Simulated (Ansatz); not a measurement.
CH8AlFSi2, SMILES `F[SiH]([SiH3])[CH2][AlH2]`. Total charge 0; spin multiplicity 1.

```tsv
atom	x (Å)	y (Å)	z (Å)
F1	-2.0265	1.8574	-0.8437
Si2	-1.2564	0.6996	-0.0399
Si3	-0.3515	-0.8944	-1.5080
C4	0.2511	1.2031	0.8702
Al5	1.2849	-0.4804	1.1137
H6	-2.2503	0.0516	0.8533
H7	0.7993	-1.4426	-0.6589
H8	0.3336	-0.3312	-2.6999
H9	-1.1394	-2.0946	-1.8832
H10	0.8699	1.8766	0.2676
H11	0.0281	1.6886	1.8249
H12	2.8203	-0.4968	0.7151
H13	0.6368	-1.6368	1.9888
```

(1) Give the diagnostics of a CCSD(T)/def2-TZVPP run (frozen core, Ansatz). (An estimate is asked.)

## Answers

(1) Computed: T1 = 0.0125, largest single amplitude 0.012, largest double 0.016, (T) share of the correlation energy 3.3 %, 10 CCSD cycles. The RHF solution is stable towards an unrestricted one. T1 lies under the customary mark of 0.02 for closed shells.
